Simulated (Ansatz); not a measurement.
`S=[C]1[CH2][GeH2]1`, relaxed with RKS PBE0-D4/def2-TZVP in Ansatz from a PBE-D4/def2-SVP geometry. The force threshold is 0.005 eV/Å; the program also tests the step.

Total charge 0; spin multiplicity 1.

Start:

```xyz
8

S    -1.266   -0.344   -2.297
C    -0.712    0.028   -0.822
C     0.305    0.880   -0.231
Ge   -0.027   -0.877    0.796
H     1.127    1.292   -0.846
H    -0.059    1.583    0.547
H     0.957   -2.050    0.585
H    -0.326   -0.511    2.269
```

| step | energy (eV) | largest force (eV/Å) | largest move (Å) |
| --- | --- | --- | --- |
| 1 | -69478.0558 | 0.636 | 0.000 |
| 2 | -69478.0980 | 0.280 | 0.042 |
| 3 | -69478.1087 | 0.220 | 0.029 |
| 4 | -69478.1106 | 0.242 | 0.051 |
| 5 | -69478.1144 | 0.110 | 0.030 |
| 6 | -69478.1157 | 0.036 | 0.021 |
| 7 | -69478.1159 | 0.023 | 0.020 |
| 8 | -69478.1160 | 0.022 | 0.005 |
| 9 | -69478.1160 | 0.008 | 0.003 |
| 10 | -69478.1160 | 0.003 | 0.001 |

End:

```xyz
8

S    -1.328   -0.287   -2.228
C    -0.688   -0.011   -0.790
C     0.327    0.871   -0.218
Ge    0.067   -0.834    0.796
H     1.136    1.243   -0.843
H    -0.066    1.621    0.471
H     0.996   -2.028    0.600
H    -0.443   -0.576    2.211
```

Hardware: 2 threads of an Arm Neoverse V2 on a shared host. Wall time 55 s, peak host memory 0.45 GiB.
